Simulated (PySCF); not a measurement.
**[Tb(H2O)4]3+: from a saddle point downhill**

PySCF 2.14.0, RKS PBE0, Tb lcecp-1-SVP with ECP54, O def2-SVP, H def2-SVP; non-relativistic Hamiltonian with scalar-relativistic core potentials where named; density fitting; no spin-orbit coupling. Relaxed within the symmetry of its start, the geometry (D2d) is

```xyz
13

Tb    0.0000    0.0000    0.0000
O     1.3178    1.3264    1.3264
H     1.6871    1.1262    2.2162
H     1.6871    2.2162    1.1262
O    -1.3178   -1.3264    1.3264
H    -1.6871   -1.1262    2.2162
H    -1.6871   -2.2162    1.1262
O     1.3178   -1.3264   -1.3264
H     1.6871   -2.2162   -1.1262
H     1.6871   -1.1262   -2.2162
O    -1.3178    1.3264   -1.3264
H    -1.6871    2.2162   -1.1262
H    -1.6871    1.1262   -2.2162
```

and its lowest harmonic modes are -140, -45, -45, 8, 47, 58 cm⁻¹ (negative: unstable). It was moved along the lowest mode and relaxed again, within the group S4 that the move left.

**Question.** Where does it end, and how much lower?

**Answer.** In S4, 0.046 eV lower, after 15 steps:
```xyz
13

Tb   -0.0001    0.0000    0.0000
O     1.3649    1.2679    1.3334
H     1.2955    1.4289    2.3019
H     2.1678    1.7760    1.0766
O    -1.3651   -1.3334    1.2678
H    -2.1677   -1.0766    1.7762
H    -1.2954   -2.3020    1.4291
O     1.3649   -1.2679   -1.3334
H     2.1678   -1.7760   -1.0766
H     1.2955   -1.4289   -2.3019
O    -1.3651    1.3334   -1.2678
H    -1.2954    2.3020   -1.4291
H    -2.1677    1.0766   -1.7762
```

**Question.** How do the contacts change?

**Answer.** 
| contact | saddle (Å) | end (Å) |
| --- | --- | --- |
| Tb1–O2 (H2O) | 2.292 | 2.291 |
| Tb1–O5 (H2O) | 2.292 | 2.291 |
| Tb1–O8 (H2O) | 2.292 | 2.291 |
| Tb1–O11 (H2O) | 2.292 | 2.291 |


No frequency check is given for the end, and other unstable modes may remain.

An lcecp potential fixes the number of 4f electrons, so in runs with it no electron can move into or out of that shell.

State: singlet in the valence, with the 4f electrons in the core potential.
